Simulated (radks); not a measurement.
The numbers below are computed, except where a source is named.
All-electron atom: the germanium anion Ge4- in [Kr].

Code: a radial shooting solver on a logarithmic mesh with Libxc functionals. Model: scalar-relativistic Kohn-Sham, LDA (Slater exchange, Perdew-Wang correlation), spin-polarised, spherical densities, finite nucleus; Fermi nuclear charge, rms radius 4.0742 fm; Watson sphere of charge +4 and radius 5.14 bohr.

Energy parts (hartree; the electron-nucleus part includes the sphere):
total: -2122.70283
kinetic: 2133.13508
electron-nucleus: -5110.52307
Hartree: 931.87256
exchange-correlation: -77.18739

Orbitals (lengths in bohr, moments of r in powers of bohr; r(max) is where P^2 peaks; r(90%) holds 90 % of the orbital's charge):
| orbital | occ. | eigenvalue (hartree) | r(90%) | <1/r> | r(max) |
|---|---|---|---|---|---|
| 1s | 2 | -401.9609 | 0.0841 | 32.33 | 0.03077 |
| 2s | 2 | -50.21188 | 0.325 | 7.094 | 0.1763 |
| 2p | 6 | -43.91382 | 0.300 | 6.963 | 0.1412 |
| 3s | 2 | -6.04987 | 0.936 | 2.282 | 0.5429 |
| 3p | 6 | -4.12590 | 0.997 | 2.130 | 0.5430 |
| 3d | 10 | -0.97169 | 1.25 | 1.781 | 0.5015 |
| 4s | 2 | -0.35051 | 3.65 | 0.5830 | 1.761 |
| 4p | 6 | -0.12716 | 6.72 | 0.3143 | 3.083 |

The highest occupied level is 4p at -3.460 eV. The density falls to 0.001 e/bohr^3 at r = 6.51 bohr. The electron density at the nucleus is 3.192e+04 e/bohr^3 (large components only). Summed over all electrons, <r^2> = 151.9 bohr^2, which gives a Langevin (diamagnetic) susceptibility term of -120 x 10^-6 cm^3/mol.
